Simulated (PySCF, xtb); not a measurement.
Mg(H)(NH2) (H3MgN), SMILES [NH2][MgH].

Harmonic wavenumbers (cm⁻¹) from GFN2-xTB (xtb) at its own minimum, in rising order: 54, 152, 224, 392, 580, 1395, 1570, 3376, 3436.

Q: What does PySCF with B3LYP-D3(BJ)/def2-TZVP give at its own minimum? (The exact figures need the calculation; the answer reports its results.)

A: 298, 308, 359, 532, 686, 1562, 1646, 3537, 3610. Paired by order, the mean absolute difference is 151 cm⁻¹ and the zero-point energies are 16.0 and 17.9 kcal/mol.
